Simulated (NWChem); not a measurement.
C4H4F2; SMILES C1(C[C@@H](C=1)F)F

```xyz
10

F      0.0387    -2.2397    -0.1954
C      0.0612    -0.9401    -0.0112
C      1.0464    -0.0542     0.1684
C      0.0350     1.0323     0.4228
F      0.0624     2.0928    -0.4421
C     -1.0922    -0.0011     0.1339
H      2.1349    -0.0894     0.1908
H      0.0213     1.4345     1.4504
H     -1.6378     0.2299    -0.7933
H     -1.8048    -0.2042     0.9494
```
Atoms are numbered in this order, from 1.

Level: PBE0/def2-SVP (NWChem), optimised geometry, unscaled harmonic frequencies. 

```json
[
 {"frequency (cm⁻¹)": "138", "IR intensity (km/mol)": "2.2"},
 {"frequency (cm⁻¹)": "346", "IR intensity (km/mol)": "4.8"},
 {"frequency (cm⁻¹)": "465", "IR intensity (km/mol)": "4.2"},
 {"frequency (cm⁻¹)": "480", "IR intensity (km/mol)": "2.1"},
 {"frequency (cm⁻¹)": "486", "IR intensity (km/mol)": "2.9"},
 {"frequency (cm⁻¹)": "682", "IR intensity (km/mol)": "9.2"},
 {"frequency (cm⁻¹)": "820", "IR intensity (km/mol)": "16.4"},
 {"frequency (cm⁻¹)": "867", "IR intensity (km/mol)": "45.9"},
 {"frequency (cm⁻¹)": "969", "IR intensity (km/mol)": "7.0"},
 {"frequency (cm⁻¹)": "1011", "IR intensity (km/mol)": "11.8"},
 {"frequency (cm⁻¹)": "1028", "IR intensity (km/mol)": "40.4"},
 {"frequency (cm⁻¹)": "1077", "IR intensity (km/mol)": "29.2"},
 {"frequency (cm⁻¹)": "1158", "IR intensity (km/mol)": "82.6"},
 {"frequency (cm⁻¹)": "1190", "IR intensity (km/mol)": "4.1"},
 {"frequency (cm⁻¹)": "1209", "IR intensity (km/mol)": "10.3"},
 {"frequency (cm⁻¹)": "1268", "IR intensity (km/mol)": "12.9"},
 {"frequency (cm⁻¹)": "1376", "IR intensity (km/mol)": "178.5"},
 {"frequency (cm⁻¹)": "1387", "IR intensity (km/mol)": "42.3"},
 {"frequency (cm⁻¹)": "1457", "IR intensity (km/mol)": "8.6"},
 {"frequency (cm⁻¹)": "1771", "IR intensity (km/mol)": "177.3"},
 {"frequency (cm⁻¹)": "3082", "IR intensity (km/mol)": "13.6"},
 {"frequency (cm⁻¹)": "3090", "IR intensity (km/mol)": "33.9"},
 {"frequency (cm⁻¹)": "3155", "IR intensity (km/mol)": "5.2"},
 {"frequency (cm⁻¹)": "3275", "IR intensity (km/mol)": "1.1"}
]
```

The zero-point energy is 45.4 kcal/mol and the thermal correction to the enthalpy at 298.15 K (with zero-point energy) comes out as 49.2 kcal/mol. The heat capacity Cv is 18.0 cal/(mol K), the entropy at 298.15 K and 1 atm (symmetry number 1) is 73.0 cal/(mol K) and the dipole moment comes out as 1.25 D.

Rigid rotor and harmonic oscillator.
